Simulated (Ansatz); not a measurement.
```xyz
2

B     0.0000    0.0000   -0.7469
F     0.0000    0.0000    0.4150
```

Basis set: cc-pVDZ (spherical functions). Left uncorrelated: 2 orbitals. Charge 0, multiplicity 1.

Computed with Ansatz (development build ahead of 0.2.0); each method stands on the lowest determinant of its kind that the runs found. Restricted open shells among the atoms or ions are ROHF, correlated in semicanonical orbitals with singles.

Give the atomization energy at this shape (free ground-state atoms in the same class of orbitals less the molecule, no zero-point energy) of singlet BF by RHF-MP2, RHF.

```
 method  atomization energy
RHF-MP2        674.8 kJ/mol
    RHF        511.7 kJ/mol
```

Caution: the shape is not the minimum.
